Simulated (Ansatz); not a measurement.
Reaction (substitution at a C–C bond): `CC=[Se]` + `NC[SiH2]O` → `CO[SiH2]CN` + `C=[Se]`

Computed with Ansatz on PBE0-D4/def2-TZVP structures; ΔE is electronic, products minus reactants. CBS: MP2 limit from def2 TZ/QZ plus the TZ coupled-cluster correction, frozen cores. For Se outer-core shells are correlated without core-valence functions, which leaves a few kJ/mol of doubt a bond. Scalar relativity is left out up to krypton. Each species was taken in one conformer, which may not be the lowest.

```csv
species,SCS-MP2/def2-QZVPP energy (Eh)
`CC=[Se]`,-2478.83571
`NC[SiH2]O`,-461.15576
`CO[SiH2]CN`,-500.37022
`C=[Se]`,-2439.58988
```

(1) Work out ΔE.

Largest T1 diagnostic among the species: 0.016.

## Answers

(1) ΔE = (-500.37022) + (-2439.58988) − (-2478.83571) − (-461.15576) = 0.03137 Eh = +19.7 kcal/mol. CCSD(T)/CBS gives +20.0 kcal/mol.

In def2-TZVPP, CCSD(T) changes the Hartree–Fock value by +1.9 kcal/mol (the triples alone add +0.3 kcal/mol) and MP2 by +3.9 kcal/mol.
